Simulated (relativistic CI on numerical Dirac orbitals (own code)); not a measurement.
Level scheme of In⁴⁷⁺

These numbers are calculated, not measured: Dirac-Coulomb-Breit CI, KLI orbitals optimised for each configuration, a model potential for QED, unscaled Slater integrals (own radial code, finite nucleus).

CI space: 1s2, 1s.2s, 1s.2p, 1s.3s, 1s.3p, 1s.3d, 1s.4s, 1s.4p, 1s.4d, 1s.4f, 1s.5s, 1s.5p, 1s.5d, 1s.5f, 1s.5g, 1s.6s, 1s.6p, 1s.6d. Levels of other configurations are missing.

```tsv
No.	Configuration	Term	J	E (eV)	%	Lifetime (s)	jj configuration (%)
1	1s2	1S	0	0.0	100		closed (100)
2	1s.2s	3S	1	24586.6	100	7.34e-12	1s 2s (100)
3	1s.2p	3P°	1	24655.3	72	5.14e-16	1s 2p1/2 (100)
4	1s.2p	3P°	0	24657.3	100	7.66e-10	1s 2p1/2 (100)
5	1s.2s	1S	0	24660.0	100		1s 2s (100)
6	1s.2p	3P°	2	24908.8	100	7.78e-13	1s 2p3/2 (100)
7	1s.2p	1P°	1	24940.7	72	2.11e-16	1s 2p3/2 (100)
8	1s.3s	3S	1	29213.4	100	2.20e-14	1s 3s (100)
9	1s.3p	3P°	1	29232.2	72	1.55e-15	1s 3p1/2 (100)
10	1s.3p	3P°	0	29232.7	100	7.72e-15	1s 3p1/2 (100)
11	1s.3s	1S	0	29232.9	100	2.25e-14	1s 3s (100)
12	1s.3p	3P°	2	29307.5	100	8.75e-15	1s 3p3/2 (100)
13	1s.3d	3D	2	29315.3	61	2.74e-15	1s 3d3/2 (100)
14	1s.3d	3D	1	29316.4	100	2.77e-15	1s 3d3/2 (100)
15	1s.3p	1P°	1	29316.6	72	7.01e-16	1s 3p3/2 (100)
16	1s.3d	3D	3	29339.5	100	2.90e-15	1s 3d5/2 (100)
17	1s.3d	1D	2	29340.6	61	2.85e-15	1s 3d5/2 (100)
18	1s.4s	3S	1	30814.0	100	3.25e-14	1s 4s (100)
19	1s.4p	3P°	1	30821.6	72	3.53e-15	1s 4p1/2 (100)
20	1s.4p	3P°	0	30821.8	100	1.33e-14	1s 4p1/2 (100)
21	1s.4s	1S	0	30821.9	100	3.22e-14	1s 4s (100)
22	1s.4p	3P°	2	30853.4	100	1.47e-14	1s 4p3/2 (100)
23	1s.4d	3D	2	30856.6	61	6.31e-15	1s 4d3/2 (100)
24	1s.4d	3D	1	30857.0	100	6.42e-15	1s 4d3/2 (100)
25	1s.4p	1P°	1	30857.1	72	1.65e-15	1s 4p3/2 (100)
26	1s.4d	3D	3	30866.8	100	6.75e-15	1s 4d5/2 (100)
27	1s.4f	3F°	3	30867.0	57	1.33e-14	1s 4f5/2 (100)
28	1s.4f	3F°	2	30867.3	100	1.33e-14	1s 4f5/2 (100)
29	1s.4d	1D	2	30867.3	61	6.59e-15	1s 4d5/2 (100)
30	1s.4f	3F°	4	30872.1	100	1.35e-14	1s 4f7/2 (100)
31	1s.4f	1F°	3	30872.3	57	1.35e-14	1s 4f7/2 (100)
32	1s.5s	3S	1	31548.5	100	5.16e-14	1s 5s (100)
33	1s.5p	3P°	1	31552.4	71	6.74e-15	1s 5p1/2 (100)
34	1s.5p	3P°	0	31552.5	100	2.27e-14	1s 5p1/2 (100)
35	1s.5s	1S	0	31552.5	100	4.90e-14	1s 5s (100)
36	1s.5p	3P°	2	31568.5	100	2.50e-14	1s 5p3/2 (100)
37	1s.5d	3D	2	31570.2	61	1.21e-14	1s 5d3/2 (100)
38	1s.5d	3D	1	31570.4	100	1.23e-14	1s 5d3/2 (100)
39	1s.5p	1P°	1	31570.4	71	3.19e-15	1s 5p3/2 (100)
40	1s.5d	3D	3	31575.4	100	1.30e-14	1s 5d5/2 (100)
41	1s.5f	3F°	3	31575.5	57	2.56e-14	1s 5f5/2 (100)
42	1s.5f	3F°	2	31575.7	100	2.56e-14	1s 5f5/2 (100)
43	1s.5d	1D	2	31575.7	61	1.26e-14	1s 5d5/2 (100)
44	1s.5f	3F°	4	31578.1	100	2.60e-14	1s 5f7/2 (100)
45	1s.5g	3G	4	31578.2	55	4.37e-14	1s 5g7/2 (100)
```

Energies count from the lowest computed level; ° marks odd parity; lifetimes are radiative, by E1, M1, E2, M2 decay to levels of this space only; some are left blank where a channel outside the calculation adds to the decay or the decay crosses a small, uncertain gap. Filled j subshells are mostly left out of the jj labels.

The mean weight of the leading LS term, summed over parents, in these 45 levels is 86 %, and that of the leading jj configuration (from the same eigenvectors) 100 %, so jj coupling describes them better and the LS labels are nominal.

At this charge energies of transitions that change n are usually good to better than 1 %, and those within a shell (Δn = 0) to a few per cent.

LS names give the leading component of a level, which can be under half, so a name can repeat, a term be missing and a line seem to break the LS rules.
